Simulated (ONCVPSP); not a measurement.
**Configuration tests for manganese (ONCV)**

- Element: Mn
- Generator: ONCVPSP 4.0.1
- Type: optimised norm-conserving Vanderbilt (ONCV)
- Functional: LDA (Perdew-Zunger)
- Relativity: scalar-relativistic
- Frozen core: [Ar]
- Valence charge: 7
- Reference configuration: 3d5 4s1.5 4p0.5
- Partial waves: 4s: rc 2.35 bohr, ncon 3, nbas 7, qcut 2.9 1/bohr, 1 projector; 4p: rc 3.25 bohr, ncon 4, nbas 8, qcut 2.9 1/bohr, 1 projector; 3d: rc 1.60 bohr, ncon 4, nbas 8, qcut 12.9 1/bohr, 2 projectors, debl 2 Ha
- Local potential: polynomial inside 1.40 bohr (lpopt 5, dvloc0 0 Ha)
- Core correction: Teter function, fcfact 5.25, rcfact 1.35

Energies are relative to the spin-unpolarised reference configuration 3d5 4s1.5 4p0.5; without spin polarisation the order of configurations can differ from experiment.

Question: Give the all-electron excitation energy and the error of the potential for: 3d5 4s2 4p0; 3d5 4s1 4p0; 3d5 4s0 4p0; 3d5 4s0 4p1.

Answer:

```csv
valence configuration,charge,ΔE all-electron (eV),error AE − PS (meV)
3d5 4s2 4p0,0,-1.933,-0.4
3d5 4s1 4p0,+1,6.721,-4.5
3d5 4s0 4p0,+2,22.598,-38
3d5 4s0 4p1,+1,11.537,+2.2
```

Levels in the configuration 3d5 4s0 4p1:

| level | all-electron (eV) | pseudo (eV) |
| --- | --- | --- |
| 3d | -16.528 | -16.443 |
| 4p | -8.125 | -8.129 |

Note: ghosts flagged at negative energy: s at -35.3 eV; GHOST(+) flagged for p at 18.7 eV. A true bound ghost makes a file unfit for plane-wave use.
